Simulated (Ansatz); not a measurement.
`CBI` and `BC` differ in one atom or group.

Ansatz, PBE0-D4/def2-TZVP geometries, multiplicity 1. 

Elements past krypton have def2 core potentials.

| property | `CBI` |
| --- | --- |
| HOMO energy (PBE/def2-TZVPP) / eV | -6.25 |
| ideal-gas entropy at 298 K and 1 bar (rigid rotor, harmonic PBE0-D4/def2-TZVP) / J/(mol·K) | 308 |
| HOMO–LUMO gap (ωB97M-V/def2-TZVPP) / eV | 9.86 |
| LUMO energy (PBE/def2-TZVPP) / eV | -2.54 |
| LUMO energy (ωB97M-V/def2-TZVPP) / eV | 0.34 |
| HOMO energy (ωB97M-V/def2-TZVPP) / eV | -9.52 |

Task: Give the same properties after the change, and the shifts. (An estimate is asked.)

Result: The calculation gave: 
```csv
property,`BC`,shift
HOMO energy (PBE/def2-TZVPP) / eV,-7.57,-1.32
"ideal-gas entropy at 298 K and 1 bar (rigid rotor, harmonic PBE0-D4/def2-TZVP) / J/(mol·K)",248,-60
HOMO–LUMO gap (ωB97M-V/def2-TZVPP) / eV,12.04,2.18
LUMO energy (PBE/def2-TZVPP) / eV,-2.26,0.28
LUMO energy (ωB97M-V/def2-TZVPP) / eV,0.70,0.36
HOMO energy (ωB97M-V/def2-TZVPP) / eV,-11.33,-1.81
```

With PBE0 the HOMO falls by 1.62 eV and the LUMO rises by 0.40 eV, so the gap widens by about 2.02 eV. PBE moves the HOMO by -1.32 eV and ωB97M-V by -1.81 eV. Modes under 60 cm⁻¹, often nearly free rotors, make the harmonic entropy too high.

Spin–orbit coupling is left out; it splits and shifts lone-pair levels of the heavy atoms by tenths of an eV.
